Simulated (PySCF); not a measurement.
Computed IR spectrum (relative IR intensity) of a molecule C3H10InN. Geometry: r2SCAN-D4/def2-SVP. The def2 effective core potentials stand for the cores of In; spin–orbit coupling is left out. Other conformers were not sampled. The numbers are results of r2SCAN-D4/def2-SVP (PySCF), not measurements. Frequencies are harmonic and unscaled.

```json
[
 {"ν (cm⁻¹)": "119", "relative intensity": "4.6"},
 {"ν (cm⁻¹)": "253", "relative intensity": "4.8"},
 {"ν (cm⁻¹)": "472", "relative intensity": "43"},
 {"ν (cm⁻¹)": "474", "relative intensity": "2.8"},
 {"ν (cm⁻¹)": "513", "relative intensity": "20"},
 {"ν (cm⁻¹)": "531", "relative intensity": "28"},
 {"ν (cm⁻¹)": "676", "relative intensity": "16"},
 {"ν (cm⁻¹)": "696", "relative intensity": "17"},
 {"ν (cm⁻¹)": "729", "relative intensity": "42"},
 {"ν (cm⁻¹)": "1066", "relative intensity": "8.7"},
 {"ν (cm⁻¹)": "1141", "relative intensity": "53"},
 {"ν (cm⁻¹)": "1171", "relative intensity": "3.2"},
 {"ν (cm⁻¹)": "1364", "relative intensity": "6.0"},
 {"ν (cm⁻¹)": "1427", "relative intensity": "4.2"},
 {"ν (cm⁻¹)": "1432", "relative intensity": "2.2"},
 {"ν (cm⁻¹)": "1441", "relative intensity": "19"},
 {"ν (cm⁻¹)": "1492", "relative intensity": "3.6"},
 {"ν (cm⁻¹)": "2946", "relative intensity": "100"},
 {"ν (cm⁻¹)": "2996", "relative intensity": "33"},
 {"ν (cm⁻¹)": "3043", "relative intensity": "13"},
 {"ν (cm⁻¹)": "3087", "relative intensity": "14"},
 {"ν (cm⁻¹)": "3155", "relative intensity": "4.5"},
 {"ν (cm⁻¹)": "3164", "relative intensity": "5.7"},
 {"ν (cm⁻¹)": "3569", "relative intensity": "2.2"}
]
```

Task: Which structure fits?
(A) [CH3][InH][N](C)C
(B) C[NH][In]([CH3])[CH3]
(C) CC[N](C)[InH2]
(D) CC(C)[NH][InH2]

Result: B, C[NH][In]([CH3])[CH3]
